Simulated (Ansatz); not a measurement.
Spectroscopic constants of PS-, multiplicity 3 (lowest of 2S+1 = 1, 3, 5 at CCSD(T)/def2-TZVPP on PBE0 minima; our sources give no spin for the ground state, which may be another).

Constants: fifth-degree fit in 1/R to seven points, most abundant isotopes. In def2 and cc sets the state is the lowest found near the PBE0 minimum, followed along R.

Correlated levels freeze the cores. CBS: X⁻³ extrapolation of the correlation energy, Hartree–Fock from the larger set.

Run with Ansatz (Gaussian orbitals). 

Task: What bond length and harmonic frequency does PBE/def2-TZVPP give?

Result: r_e = 2.021 Å, ω_e = 591 cm⁻¹.

Task: What bond length and harmonic frequency does B3LYP/def2-TZVPP give?

Result: r_e = 2.015 Å, ω_e = 597 cm⁻¹.

Task: What bond length and harmonic frequency does CCSD(T)/CBS(aug-cc-pV(T+d)Z, aug-cc-pV(Q+d)Z) give?

Result: r_e = 2.000 Å, ω_e = 616 cm⁻¹.

Ansatz is an electronic-structure program.
